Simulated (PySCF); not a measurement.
A small calculation by hand: oscillator strength and radiative lifetime

CH3ClOSn, SMILES C[O][Sn][Cl] (connectivity only; charge and spin as stated), neutral, multiplicity 1.

Geometry optimised at PBE0-D3(BJ)/def2-SVP. The def2 effective core potentials stand for the cores of Sn; spin–orbit coupling is left out. One conformer was computed; it need not be the lowest.

TDA-M06-2X/def2-SVPD in PySCF 2.14.0 puts the first singlet state with f over 0.02 at 4.45 eV (vertical), with the transition dipole (0.000, 0.000, 0.818) in atomic units.

**Question.** Find the oscillator strength, the wavelength and the radiative lifetime that this transition would have in vacuum if emission retraced absorption.

**Answer.** 
|μ|² = 0.6691 au, so |μ| = 2.08 D. ΔE = 4.45/27.211 = 0.1635 hartree. f = (2/3) ΔE |μ|² = 0.073 (the program prints 0.073).
λ = 1239.84/4.45 = 279 nm; ν = 35892 cm⁻¹.
Einstein's coefficient A = 0.6670 ν² f s⁻¹ (ν in cm⁻¹) = 6.3e7 s⁻¹, so τ = 1/A = 16 ns. This state is S1. The figure is the radiative limit of this one transition; relaxation, internal conversion, crossing to triplets and a medium change what is measured.
